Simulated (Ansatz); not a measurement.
System: CH₂BI₂, charge -1, multiplicity 1. It need not be the lowest isomer of its formula. Whether it binds its extra electron was not tested at this geometry. 
Coordinates optimised at B3LYP-D3(BJ)/def2-TZVP (Ansatz, an electronic-structure program):
```
B
C 1 1.4182
H 2 1.0858 1 122.51
H 2 1.0858 3 114.98 1 180.00
I 1 2.2364 2 123.15 3 180.00
I 1 2.2364 2 123.15 3 0.00
```
Charge -1, spin multiplicity 1.

Basis-set convergence of Hartree-Fock and MP2 correlation energies (hartree) with Ansatz. Correlated levels leave the core frozen unless marked. Spin-orbit coupling is left out. Frozen are the shells of the preceding noble gas and the d and f shells that filled before the atom's block. In def2 rows, elements after Kr have scalar-relativistic effective core potentials.

```json
[
 {"basis": "def2-SVPD", "functions": "126", "E(HF)": "-657.06088", "E(corr, MP2)": "-0.45505"},
 {"basis": "def2-TZVPPD", "functions": "226", "E(HF)": "-657.14337", "E(corr, MP2)": "-0.56616"},
 {"basis": "def2-QZVPPD", "functions": "374", "E(HF)": "-657.14792", "E(corr, MP2)": "-0.62115"}
]
```

Extrapolating the two largest sets (X = 3 and 4) as X^-3: E(corr) = (64·(-0.62115) - 27·(-0.56616))/37 = -0.6613 Eh, an estimate of the basis-set limit. The largest set recovers 93.9 % of it, the smallest 68.8 %.
